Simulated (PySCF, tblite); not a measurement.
Isomers of C4H2F3O (doublet state), one GFN2-xTB conformer each. Single-point energies are computed at B3LYP/pcH-1 (PySCF, gas phase, no added dispersion term), electronic only. GFN2-xTB treats the open shell by occupation alone, and not every SCF solution was tested for stability.

Problem. Rank them by B3LYP/pcH-1 energy, lowest first (kcal/mol).
A. `[F:1]/[CH:2]=[C:3]/[O:4]/[C:5]([F:6])=[CH:7]\[F:8]` (doublet state) with C2–C3–O4–C5 -65°, C3–O4–C5–F6 13°
B. `[F:1]/[C:2]=[C:3](/[F:4])[O:5]/[CH:6]=[CH:7]\[F:8]` (doublet state) with C2–C3–O5–C6 139°, C3–O5–C6–C7 -168°

Solution. A (0.0), B (2.8).

Neighbours under 5.0 kcal/mol apart (F/C=[C]/O/C(F)=C\F and F/[C]=C(/F)O/C=C\F) can change places with a better method, another conformer or zero-point energy. GFN2-xTB itself gives, in the same order: 0.0, 8.6. Both levels put the same isomer lowest.

Problem. What happens when harmonic zero-point energies from GFN2-xTB frequencies are added?

Solution. 
```csv
SMILES,ZPE (kcal/mol),electronic (kcal/mol),with ZPE (kcal/mol)
F/C=[C]/O/C(F)=C\F,31.6,0.0,0.0
F/[C]=C(/F)O/C=C\F,32.2,2.8,3.4
```

The zero-point energies span 0.6 kcal/mol. The order is unchanged.
